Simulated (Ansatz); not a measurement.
Consider the redistribution: `[CH3][Hf]12345678([F])([C@H]9[C@@H]1[C@@H]2[C@@H]3[C@H]94)[C@H]1[C@@H]5[C@@H]6[C@@H]7[C@H]18` + `OB1CC1` → `[CH3][Hf]12345678([OH])([C@H]9[C@@H]1[C@@H]2[C@@H]3[C@H]94)[C@H]1[C@@H]5[C@@H]6[C@@H]7[C@H]18` + `FB1CC1`.

Computed with Ansatz on PBE0-D4/def2-TZVP structures; ΔE is electronic, products minus reactants. CBS: MP2 limit from def2 TZ/QZ plus the TZ coupled-cluster correction, frozen cores. DFT in def2-TZVPP. B3LYP here is the variant with VWN-RPA as its local correlation; programs differ in this. Elements past krypton have def2 core potentials. For Hf outer-core shells are correlated without core-valence functions, which leaves a few kJ/mol of doubt a bond. Each species was taken in one conformer, which may not be the lowest.

```csv
level,ΔE (kcal/mol),difference from CCSD(T)/CBS
LDA (SPW92),15.5,1.2
PBE-D4,15.6,1.3
B97M-V,15.5,1.2
PBE0-D4,15.6,1.3
B3LYP-D4,15.2,0.9
r2SCAN,15.8,1.5
CAM-B3LYP,16.2,1.9
CCSD(T)/def2-SVP,16.6,2.3
CCSD(T)/def2-TZVPP,14.6,0.3
MP2/def2-QZVPP,13.8,-0.5
CCSD(T)/CBS,14.3,0
```

Largest T1 diagnostic among the species: 0.012.

At CCSD(T), def2-SVP lies +2.3 kcal/mol from the extrapolated value and def2-TZVPP +0.3 kcal/mol. Leaving LDA and LC-ωPBE aside and taking each functional with its dispersion term where it has one, the values, not all of them listed here, spread over 0.7 kcal/mol, from BLYP-D4 to ωB97X-V.

CCSD(T)/CBS has its own doubt, a few kJ/mol and more with outer-core shells, so smaller differences from it don't rank the levels.
